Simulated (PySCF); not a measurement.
UHF on Fe⁻ (iron, charge -1), [Ar] 3d7 4s2, high-spin 4F determinant. Calculation: PySCF 2.14, in aug-cc-pwCVQZ (11s10p8d5f4g3h, 185 functions); the non-relativistic Hamiltonian (point nucleus).

```
cycle= 1 E= -1262.38174212891  delta_E= -0.00719  |g|= 0.0369  |ddm|= 0.0303
cycle= 2 E= -1262.38196179724  delta_E= -0.00022  |g|= 0.00822  |ddm|= 0.00761
cycle= 3 E= -1262.38198264894  delta_E= -2.09e-05  |g|= 0.00471  |ddm|= 0.0107
cycle= 4 E= -1262.38198860185  delta_E= -5.95e-06  |g|= 0.00161  |ddm|= 0.00293
cycle= 5 E= -1262.38199371256  delta_E= -5.11e-06  |g|= 0.000543  |ddm|= 0.0138
cycle= 6 E= -1262.3819945004  delta_E= -7.88e-07  |g|= 0.000164  |ddm|= 0.0134
cycle= 7 E= -1262.38199466342  delta_E= -1.63e-07  |g|= 9.58e-05  |ddm|= 0.00873
cycle= 8 E= -1262.38199480518  delta_E= -1.42e-07  |g|= 6.1e-05  |ddm|= 0.0108
cycle= 9 E= -1262.3819949192  delta_E= -1.14e-07  |g|= 2.29e-05  |ddm|= 0.0161
cycle= 10 E= -1262.38199493488  delta_E= -1.57e-08  |g|= 3.75e-06  |ddm|= 0.00818
cycle= 11 E= -1262.38199493498  delta_E= -1.01e-10  |g|= 2.86e-07  |ddm|= 0.000737
converged SCF energy = -1262.38199493498  <S^2> = 3.9976997  2S+1 = 4.1219897
```

Highest occupied orbital energy: 0.054 eV; ⟨L²⟩ = 12.04; populations by l: s 8.00, p 12.00, d 7.00, f 0.00.

Can this result be used?

With care. The calculation finished and met its thresholds. ⟨S²⟩ = 4.00 against 3.75 shows spin contamination. At UHF the highest occupied level has a positive energy, so only the finite basis holds that electron.
